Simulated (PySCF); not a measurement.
**Correlation energy of Cr³⁺ (chromium, charge +3)**

[Ar] 3d3, high-spin 4F determinant. All numbers are calculated (PySCF 2.14, scalar relativity by spin-free X2C-1e, in x2c-TZVPPall (6s5p4d2f1g, 64 functions)). Frozen: [Ne]; 11 electrons correlated.

```json
{"level": "CCSD", "correlation energy (mhartree)": "-300.08"}
{"level": "(T)", "correlation energy (mhartree)": "-4.82"}
{"level": "CCSD(T)", "correlation energy (mhartree)": "-304.90"}
```

Diagnostics: T1 = 0.0037, D1 = 0.0083, largest double amplitude 0.036.

Cost of the coupled-cluster step: of the order of 4 core-seconds, for 11 correlated electrons.

This basis was not built for core-valence correlation, so the inner-shell part is incomplete.
